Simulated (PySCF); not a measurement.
## Simulated characterisation data

[PySCF: geometry: GFN2-xTB; NMR shieldings at PBE0/pcSseg-1/GIAO; equivalent nuclei averaged; no relativistic terms; single conformer; gas phase]

Scale: TMS for 1H and 13C (reference shieldings calculated alike). Splittings of carbon signals by F and P are missing where no couplings were computed. Where no couplings were computed, multiplicities follow the n + 1 count of equivalent neighbours, and m marks all less simple cases (inequivalent or close neighbours, rings, F or P nearby). Shifts are as computed. Against solution values, carbons near 30 ppm lie about +3 ppm off and those near 130 ppm about +5 ppm (rms about the fit 2.1 ppm; single classes can miss by 10 ppm). Of 1328 compounds with measured shifts, 309 miss one by over three times the rms of a fit or turn the order of signals round; such compounds aren't used in these exercises. Signals without a measured value on file couldn't be tested in this way; 1H shifts scatter by 0.2 ppm about their fit, and single ones miss by 0.5 ppm.

Compound 1 (C$_{7}$H$_{8}$FN). 1H NMR (600 MHz, computed): δ 5.62 (m, 1H), 2.19 (m, 1H), 2.15 (m, 1H), 2.09 (m, 1H), 2.05 (m, 1H), 1.56 (m, 1H), 1.19 (m, 1H), 1.19 (m, 1H). 13C{1H} NMR (computed): δ 126.4, 98.1, 34.8, 31.7, 30.7, 16.8, 15.4. Structure: SMILES F[C@H]1CC[C@]2(C#N)[C@H]1C2.

Compound 2 (C$_{6}$H$_{10}$N$_{2}$). 1H NMR (600 MHz, computed): δ 7.29 (m, 1H), 7.19 (m, 1H), 4.01 (s, 3H), 2.56 (q, 2H), 1.16 (t, 3H). 13C{1H} NMR (computed): δ 140.5 (CH), 132.8 (C), 129.8 (CH), 39.6 (CH3), 23.0 (CH3), 22.7 (CH2). Structure: `CCc1cnn(C)c1`.
